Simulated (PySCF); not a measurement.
Field gradients at the hydrogen positions

Species: C5H15OPSi.
Numbering: `[CH3:1][O:2][Si@H:3]([PH2:4])[C:5]([CH3:6])([CH3:7])[CH3:8]` (hydrogens: H9, H10, H11 on C1; H12 on Si3; H13, H14 on P4; H15, H16, H17 on C6; H18, H19, H20 on C7; H21, H22, H23 on C8)

Cartesian coordinates in Å at the GFN2-xTB level; atoms count from 1:
```xyz
23
C5H15OPSi angstrom
C      2.9758    1.0274    0.0416
O      1.5827    1.0210    0.1271
Si     0.6617   -0.2127    0.6494
P      1.5227   -2.1206   -0.1804
C     -1.0670    0.1141   -0.0930
C     -2.0474   -0.9290    0.4338
C     -0.9992    0.0117   -1.6163
C     -1.5524    1.5064    0.3007
H      3.2739    1.8758   -0.5741
H      3.3364    0.1012   -0.4158
H      3.4205    1.1248    1.0346
H      0.6326   -0.2092    2.1249
H      0.6420   -2.9660    0.4628
H      2.4715   -2.2609    0.8167
H     -1.7310   -1.9319    0.1514
H     -3.0426   -0.7599    0.0239
H     -2.1151   -0.8845    1.5184
H     -0.3231    0.7625   -2.0191
H     -1.9855    0.1650   -2.0545
H     -0.6393   -0.9723   -1.9192
H     -1.6493    1.5884    1.3808
H     -2.5243    1.7134   -0.1473
H     -0.8482    2.2621   -0.0364
```

Level: PBE0/pcSseg-1 (PySCF, non-relativistic); Q(2H) = 0.00286 b; rigid geometry, the same for H and D, with no vibrational averaging.

Question: Rank these positions by the coupling χzz of a deuteron there, largest first.
A. H10 (methyl hydrogen)
B. H9 (methyl hydrogen)
C. H14 (P–H hydrogen)
D. H12 (Si–H hydrogen)
E. H16 (methyl hydrogen)

Answer: E (210 kHz), B (204 kHz), A (196 kHz), C (146 kHz), D (103 kHz).

Tabulate Vzz, the asymmetry η and χzz = 234.96 MHz × Q × Vzz for every hydrogen position.

```csv
atom,bonded to,bond length (Å),Vzz (au),η,χzz (kHz)
H9,C1,1.090,0.3033,0.07,204
H10,C1,1.094,0.2917,0.10,196
H11,C1,1.092,0.2979,0.07,200
H12,Si3,1.476,0.1528,0.02,103
H13,P4,1.380,0.2204,0.08,148
H14,P4,1.383,0.2167,0.08,146
H15,C6,1.089,0.3133,0.02,211
H16,C6,1.089,0.3127,0.02,210
H17,C6,1.088,0.3150,0.02,212
H18,C7,1.088,0.3135,0.01,211
H19,C7,1.090,0.3123,0.02,210
H20,C7,1.091,0.3083,0.03,207
H21,C8,1.088,0.3157,0.02,212
H22,C8,1.090,0.3122,0.02,210
H23,C8,1.087,0.3143,0.01,211
```

Average by the element that carries the hydrogen.

on C: 208 kHz over 12 positions, mean bond length 1.090 Å; on Si: 103 kHz over 1 position, mean bond length 1.476 Å; on P: 147 kHz over 2 positions, mean bond length 1.382 Å.

A static deuteron (I = 1) shows a doublet split by (3/2)χ, (3/4)χ(1 + η) and (3/4)χ(1 − η) with the field along z, y and x of the gradient. What are these for H14?

With |χ| = 145.6 kHz and η = 0.083: 218, 118 and 100 kHz, to first order and without motion.

Geometry: GFN2-xTB, one conformer, isolated molecule. GFN2-xTB bond lengths can be off by several hundredths of an ångström, more for odd bonds, and the gradients follow them. The small basis limits the accuracy of the gradients.
